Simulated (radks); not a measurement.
Pm, configuration [Xe] 4f4 5d1 6s1 6p1 (not the ground configuration). All-electron calculation, scalar-relativistic Kohn-Sham, SCAN, spin-polarised, spherical densities, finite nucleus; open shells are filled with parallel spins first (spin-orbit coupling, left out, can overturn this in heavy ions); meta-GGA in the generalised Kohn-Sham scheme; Fermi nuclear charge, rms radius 4.962 fm. Program: a radial shooting solver on a logarithmic mesh with Libxc functionals.

Unscreened Slater integrals over Kohn-Sham orbitals (hartree). They are taken over the spin-up orbitals.

F0(6p,6p): 0.17118
F2(6p,6p): 0.091725
F0(6p,5d): 0.20743
F2(6p,5d): 0.073817
G1(6p,5d): 0.049608
G3(6p,5d): 0.035596
F0(6p,6s): 0.19250
G1(6p,6s): 0.11389
F0(6p,4f): 0.22720
F2(6p,4f): 0.025554
G2(6p,4f): 0.0067434
G4(6p,4f): 0.0060275
F0(5d,5d): 0.33025
F2(5d,5d): 0.16525
F4(5d,5d): 0.10693
F0(5d,6s): 0.26022
G2(5d,6s): 0.084063
F0(5d,4f): 0.43257
F2(5d,4f): 0.10545
F4(5d,4f): 0.051562
G1(5d,4f): 0.054306
G3(5d,4f): 0.041670
G5(5d,4f): 0.031210
F0(6s,6s): 0.22868
F0(6s,4f): 0.29956
G3(6s,4f): 0.011784
F0(4f,4f): 0.98369
F2(4f,4f): 0.46030
F4(4f,4f): 0.28737
F6(4f,4f): 0.20634

Derived for the open shells (J is the average intra-shell exchange parameter used in DFT+U). 4f: F4/F2 = 0.624, F6/F2 = 0.448, J = (286 F2 + 195 F4 + 250 F6)/6435 = 0.03718 hartree. 5d: Racah B = F2/49 - 5 F4/441 = 0.002160 hartree, C = 35 F4/441 = 0.008486 hartree, C/B = 3.93, F4/F2 = 0.647, J = (F2 + F4)/14 = 0.01944 hartree. 6p: J = F2/5 = 0.01835 hartree.
